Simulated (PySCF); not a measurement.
Scandium: a sound run and one with changed settings

Sound run: Sc [Ar] 3d1 4s2, Sc⁺ [Ar] 3d1 4s1. Computed with PySCF 2.14 in cc-pVDZ (6s5p3d1f, 43 functions), with the non-relativistic Hamiltonian (point nucleus). In the sound run the correlated levels freeze [Ar]. The sound run starts from symmetry-adapted Hartree-Fock orbitals and uses a fine grid where one is needed.

Changed run: the spin-free X2C one-electron Hamiltonian (Gaussian nucleus). This setting is unsound on purpose.

```tsv
species	method	sound run (hartree)	changed run (hartree)	converged
Sc	UHF	-759.73789	-762.77631	yes
Sc	M06-2X	-760.61349	-763.65230	yes
Sc	MP2	-759.76419	-762.80274	yes
Sc⁺	UHF	-759.54057	-762.57805	yes
Sc⁺	M06-2X	-760.36448	-763.40209	yes
Sc⁺	MP2	-759.54297	-762.58048	yes
```

Ionisation energy of Sc:

```csv
method,sound run (eV),changed run (eV)
UHF,5.369,5.395
LDA,6.654,6.679
M06-2X,6.776,6.809
MP2,6.020,6.048
SCS-MP2,6.149,6.178
```

Most of the change in total energy is the relativistic energy itself. On top of that the contraction fixes the core shape for the Hamiltonian it was made with, so the changed run is not a good calculation with the other Hamiltonian either.

For comparison, NIST gives 6.561 eV between the lowest levels.
